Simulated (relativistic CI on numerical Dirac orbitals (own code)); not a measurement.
# Crystal-field levels of Er3+, 4f11

Calculated by Dirac-Coulomb-Breit CI, orbitals from a KLI potential per configuration, model QED (radiative potential, 1s self-energy scaled to tabulated hydrogen-like ionisation energies), one configuration in a parametric crystal field, unscaled Slater integrals (own radial code). With so little scaling, terms lie 10 to 35 % too far apart, which can change the order of excited levels.

Field parameters in Wybourne normalisation; cubic f-shell fields have B⁴₄ = √(5/14) B⁴₀ and B⁶₄ = −√(7/2) B⁶₀. The field is a parameter set, without covalency.

S and J are read from ⟨S²⟩ = S(S + 1) and ⟨J²⟩ = J(J + 1) of each level; they are not fictitious spins.

Oh, B40 = -980, B60 = 530 cm⁻¹, the lowest 10 levels:

```tsv
E (cm⁻¹)	Degeneracy	Irrep	S	J
0.0	2	Γ7	1.48	7.50
106	4	Γ8	1.48	7.50
146	2	Γ6	1.48	7.50
421	4	Γ8	1.48	7.50
525	4	Γ8	1.48	7.50
6578	2	Γ7	1.49	6.50
6592	4	Γ8	1.49	6.50
6770	4	Γ8	1.49	6.50
6775	2	Γ6	1.49	6.50
6791	2	Γ7	1.49	6.50
```

Principal g values of the ground doublet: 6.82, 6.82, 6.82.

D3d, B20 = 1380, B40 = -810, B43 = 1130, B60 = 600, B63 = 240, B66 = -730 cm⁻¹, the lowest 10 levels:

```csv
E (cm⁻¹),Degeneracy,Irrep,S,J
0.0,2,Γ4,1.48,7.50
62.0,2,Γ5+Γ6,1.48,7.50
109,2,Γ4,1.48,7.50
320,2,Γ4,1.48,7.50
400,2,Γ5+Γ6,1.48,7.50
423,2,Γ4,1.48,7.50
547,2,Γ4,1.48,7.50
587,2,Γ5+Γ6,1.48,7.50
6536,2,Γ4,1.49,6.50
6573,2,Γ5+Γ6,1.49,6.50
```

Principal g values of the ground doublet: 1.05, 9.08, 9.08.

Oh, B40 = 2000, B60 = 710 cm⁻¹, the lowest 16 levels:

| E (cm⁻¹) | Degeneracy | Irrep | S | J |
| --- | --- | --- | --- | --- |
| 0.0 | 2 | Γ7 | 1.48 | 7.50 |
| 169 | 4 | Γ8 | 1.48 | 7.50 |
| 330 | 4 | Γ8 | 1.48 | 7.50 |
| 547 | 2 | Γ6 | 1.48 | 7.50 |
| 809 | 4 | Γ8 | 1.48 | 7.50 |
| 6662 | 2 | Γ7 | 1.49 | 6.50 |
| 6696 | 2 | Γ6 | 1.49 | 6.50 |
| 6706 | 4 | Γ8 | 1.49 | 6.50 |
| 6931 | 4 | Γ8 | 1.49 | 6.50 |
| 7036 | 2 | Γ7 | 1.49 | 6.50 |
| 10677 | 2 | Γ6 | 1.42 | 5.50 |
| 10689 | 4 | Γ8 | 1.42 | 5.50 |
| 10837 | 4 | Γ8 | 1.41 | 5.50 |
| 10904 | 2 | Γ7 | 1.41 | 5.50 |
| 13340 | 4 | Γ8 | 1.32 | 4.50 |
| 13411 | 2 | Γ6 | 1.32 | 4.51 |

Principal g values of the ground doublet: 6.83, 6.83, 6.83.

The next free-ion level lies 6413 cm⁻¹ above the lowest; the field splits the ground level into components whose J stays near 15/2 as long as their spread is small against that gap.

Levels of this model without a field, named by their leading LS term: ⁴I°15/2 0, ⁴I°13/2 6413, ⁴I°11/2 10370, ⁴I°9/2 13133, ⁴F°9/2 18654, ²H°11/2 22082, ⁴S°3/2 23238, ⁴F°7/2 24754 cm⁻¹.
